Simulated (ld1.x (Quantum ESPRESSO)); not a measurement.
# Be (Z = 4) TM: all-electron and pseudo phase curves

beryllium (Be), norm-conserving Troullier–Martins (Kleinman–Bylander form), made with ld1.x (Quantum ESPRESSO) 7.5 (LDA (PZ), non-relativistic). Core none, reference 1s2 2s2 2p0. Waves: 1s (bound): rc 0.30 bohr; 2p (bound, empty): rc 4.20 bohr. Local part: the p channel. Core correction: none.

Occupied shells without a wave of their own: 2s. They enter only through the test configuration that unscreens the potential.

The phase is arctan(r·u′/u) with u = r·R(r), unwrapped; energies in Ry, scanned from -10 to 5 Ry. A pole is an energy at which the radial function vanishes at the test radius. The pseudo phase is shifted by a multiple of π to meet the all-electron one at the reference energy, and phase errors are pseudo minus all-electron; the curves can meet again beyond the range given. Levels narrower than the energy grid can be missing from the lists of poles.

Question: For each channel, where are the poles, and over which energies does the pseudopotential scatter like the atom?

Answer:

```tsv
channel	radius (bohr)	reference energy (Ry)	poles, all-electron	poles, pseudo	unbroken range about the reference energy with phases within 0.05 rad	phase error 1 Ry above the reference energy (rad)
s	4.57	-7.71	-0.32, 1.45, 4.31	-0.39, 1.59, 4.62	below -0.6	+0.000
p	4.57	-0.15	-0.01, 1.49, 4.01	-0.00, 1.80, 4.61	below 0.3	+0.465
```

A Bessel basis up to 400 Ry misses an occupied level by 0.07 Ry, so cutoffs and ghosts were not judged. The potential misses its own reference levels by up to 0.8 eV.

Phases in the s channel:

| E (Ry) | all-electron | pseudo |
| --- | --- | --- |
| -10.00 | 1.501 | 1.501 |
| -9.76 | 1.500 | 1.500 |
| -9.52 | 1.499 | 1.499 |
| -9.28 | 1.498 | 1.498 |
| -9.04 | 1.497 | 1.497 |
| -8.80 | 1.496 | 1.496 |
| -8.56 | 1.495 | 1.495 |
| -8.32 | 1.494 | 1.494 |
| -8.08 | 1.493 | 1.493 |
| -7.84 | 1.492 | 1.492 |
| -7.60 | 1.490 | 1.490 |
| -7.36 | 1.489 | 1.489 |
| -7.12 | 1.488 | 1.488 |
| -6.88 | 1.486 | 1.486 |
| -6.64 | 1.484 | 1.484 |
| -6.40 | 1.483 | 1.483 |
| -6.16 | 1.481 | 1.481 |
| -5.92 | 1.479 | 1.479 |
| -5.68 | 1.477 | 1.477 |
| -5.44 | 1.475 | 1.475 |
| -5.20 | 1.473 | 1.473 |
| -4.96 | 1.470 | 1.470 |
| -4.72 | 1.468 | 1.468 |
| -4.48 | 1.465 | 1.465 |
| -4.24 | 1.462 | 1.462 |
| -4.00 | 1.458 | 1.458 |
| -3.76 | 1.454 | 1.454 |
| -3.52 | 1.450 | 1.450 |
| -3.28 | 1.446 | 1.446 |
| -3.04 | 1.440 | 1.440 |
| -2.80 | 1.434 | 1.434 |
| -2.56 | 1.427 | 1.427 |
| -2.32 | 1.419 | 1.419 |
| -2.08 | 1.409 | 1.410 |
| -1.84 | 1.397 | 1.398 |
| -1.60 | 1.382 | 1.382 |
| -1.36 | 1.361 | 1.362 |
| -1.12 | 1.330 | 1.331 |
| -0.88 | 1.275 | 1.274 |
| -0.64 | 1.115 | 1.071 |
| -0.40 | -1.259 | -1.542 |
| -0.16 | -1.750 | -1.800 |
| 0.08 | -1.933 | -1.964 |
| 0.32 | -2.336 | -2.335 |
| 0.56 | -3.737 | -3.579 |
| 0.80 | -4.400 | -4.330 |
| 1.04 | -4.582 | -4.541 |
| 1.28 | -4.670 | -4.637 |
| 1.52 | -4.729 | -4.698 |
| 1.76 | -4.780 | -4.745 |
| 2.00 | -4.838 | -4.792 |
| 2.24 | -4.925 | -4.848 |
| 2.48 | -5.123 | -4.937 |
| 2.72 | -6.066 | -5.152 |
| 2.96 | -7.376 | -6.205 |
| 3.20 | -7.633 | -7.401 |
| 3.44 | -7.727 | -7.637 |
| 3.68 | -7.778 | -7.727 |
| 3.92 | -7.813 | -7.776 |
| 4.16 | -7.839 | -7.809 |
| 4.40 | -7.862 | -7.834 |
| 4.64 | -7.885 | -7.856 |
| 4.88 | -7.908 | -7.876 |
